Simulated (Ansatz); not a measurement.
Consider the formal hydrolysis of the Si–Cl bond: `CO[Si@@H](O)[Si@@H](O)Cl` + H₂O → `CO[SiH](O)[SiH](O)O` + HCl.

Calculated with Ansatz (gas phase, PBE0-D4/def2-TZVP geometries, no zero-point term in ΔE). CCSD(T)/CBS is the MP2 limit (def2-TZVPP, def2-QZVPP) plus CCSD(T) − MP2 in def2-TZVPP, frozen cores. This one scheme is used for every species. DFT in def2-TZVPP. B3LYP here is the variant with VWN-RPA as its local correlation; programs differ in this. Each species was taken in one conformer, which may not be the lowest.

```tsv
level	ΔE (kJ/mol)
ωB97X-V	7.2
B3LYP	3.7
MP2/def2-TZVPP	8.5
CCSD/def2-TZVPP	2.8
CCSD(T)/def2-TZVPP	4.1
HF/def2-QZVPP	0.4
MP2/CBS(def2)	13.9
CCSD/CBS(def2)	8.2
```

What does CCSD(T)/CBS give? (Best estimate.)

The calculation gave: +9.6 kJ/mol. The listed levels differ from it by -2.4, -5.9, -1.1, -6.8, -5.5, -9.2, 4.3, -1.4 kJ/mol.

Largest T1 diagnostic among the species: 0.012.

In def2-TZVPP, CCSD(T) changes the Hartree–Fock value by +3.2 kJ/mol (the triples alone add +1.4 kJ/mol) and MP2 by +7.6 kJ/mol. The D4 term adds +3.7 kJ/mol with B3LYP and +2.0 kJ/mol with PBE0; it sums over pairs of atoms, weighted by their polarisabilities, and B3LYP, whose exchange is more repulsive, gets the larger term.
